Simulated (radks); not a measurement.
Question: Ni5+, 23 electrons, occupied as [Ar] 3d5. Method: Dirac Kohn-Sham, PBEsol, spin-unpolarised, spherical densities, finite nucleus; open shells fill j = l - 1/2 first; Fermi nuclear charge, rms radius 3.7757 fm; computed with a radial shooting solver on a logarithmic mesh with Libxc functionals. Some entries of the table are withheld. Estimate them.

orbital  occ.  eigenvalue (eV)  <1/r> (bohr^-1)  r(max) (bohr)
1s1/2       2        -8293.141            28.07        0.03542
2s1/2       2        -1073.102              (1)         0.2048
2p1/2       2        -948.0019            6.046            (2)
2p3/2       4        -930.5561            5.921            (3)
3s1/2       2              (4)            1.976         0.6332
3p1/2       2        -158.6603            1.865         0.6319
3p3/2       4        -156.2565            1.837         0.6391
3d3/2       4         -92.3321            1.591            (5)
3d5/2       1         -92.0049            1.585            (6)

Answer: 
(1) 2s1/2 <1/r> (bohr^-1): 6.093
(2) 2p1/2 r(max) (bohr): 0.1631
(3) 2p3/2 r(max) (bohr): 0.1658
(4) 3s1/2 eigenvalue (eV): -197.3414
(5) 3d3/2 r(max) (bohr): 0.5913
(6) 3d5/2 r(max) (bohr): 0.5934
